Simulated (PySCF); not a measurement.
## Static response to an electric field

Compound: C7H14Se.
SMILES with atom numbers: `[CH3:1][C@@H:2]1[CH2:3][CH2:4][CH2:5][CH2:6][Se:7][CH2:8]1` (hydrogens: H9, H10, H11 on C1; H12 on C2; H13, H14 on C3; H15, H16 on C4; H17, H18 on C5; H19, H20 on C6; H21, H22 on C8)

Cartesian coordinates in Å at the PBE0-D3(BJ)/def2-SVP level; atoms count from 1:
```xyz
22
C7H14Se angstrom
C     -2.3712    0.1873   -0.6817
C     -1.3616   -0.2932    0.3583
C     -0.4419    0.8383    0.8357
C      0.7017    1.2479   -0.1033
C      2.0542    0.6088    0.2164
C      2.2032   -0.8679   -0.1069
Se     0.9638   -2.0853    0.7900
C     -0.6204   -1.5113   -0.1922
H     -3.0113    0.9862   -0.2769
H     -1.8643    0.5866   -1.5758
H     -3.0267   -0.6327   -1.0148
H     -1.9277   -0.6262    1.2459
H     -0.0070    0.5472    1.8053
H     -1.0793    1.7133    1.0434
H      0.4342    1.0487   -1.1566
H      0.8335    2.3397   -0.0436
H      2.8409    1.1453   -0.3442
H      2.2783    0.7695    1.2849
H      2.0939   -1.0516   -1.1882
H      3.2041   -1.2250    0.1795
H     -0.2842   -1.3332   -1.2268
H     -1.2916   -2.3824   -0.2306
```

Level: PBE0/def2-SVPD (PySCF), static field, nuclei fixed, core orbitals frozen in the response. The polarisability tensor in these axes (au):

```
x   121.60  -2.00   3.40
y    -2.00 112.42  -3.88
z     3.40  -3.88  95.01
```

Q: Give the principal values, the mean and the anisotropy Δα = √{½[(α1 − α2)² + (α2 − α3)² + (α1 − α3)²]}.

A: Principal values 93.88, 112.50 and 122.65 au; mean 109.68 au = 16.25 Å³ = 18.08 × 10⁻⁴⁰ C²·m²/J; Δα = 25.28 au (23 % of the mean).

Q: What is the dipole moment, and where does it point?

A: (-0.30, 1.44, -0.97) D, 1.76 D in size, pointing from the negative to the positive side. Measured along this direction, the outermost atoms are Se7 at the negative end and H16 at the positive end.

Q: Traceless (Buckingham) quadrupole moment about the centre of nuclear charge: eigenvalues?

A: -5.07, -1.07, 6.13 D·Å. The values depend on the origin, since the dipole doesn't vanish. The electronic extent ⟨r²⟩ about the same centre is 1483 bohr², a root-mean-square distance of 2.15 Å for the 90 electrons.

Q: Along which axes do the principal values lie, and how far do the nuclei extend along each?

A: Largest value along (0.96, -0.24, 0.15), where the nuclei span 6.56 Å; middle along (0.27, 0.95, -0.16), 5.03 Å; least along (-0.11, 0.19, 0.98), 3.45 Å. The response follows the extents in order.

Q: Orientational against electronic polarisability at 273 K (dilute gas, rigid molecules)?

A: In Gaussian units μ²/3kT = 27.37 Å³ against 16.25 Å³, a ratio of 1.68; the Debye molar polarisation (4π/3)N_A(α + μ²/3kT) is 110.0 cm³/mol, leaving out the vibrational part.

Geometry: PBE0-D3(BJ)/def2-SVP, one conformer, isolated molecule. The calculation is non-relativistic, for selenium too.

The run behind these numbers computed excited states and ΔSCF ions as well. The run took 3.1 min of wall time on an x86-64 server with one thread (shared host).
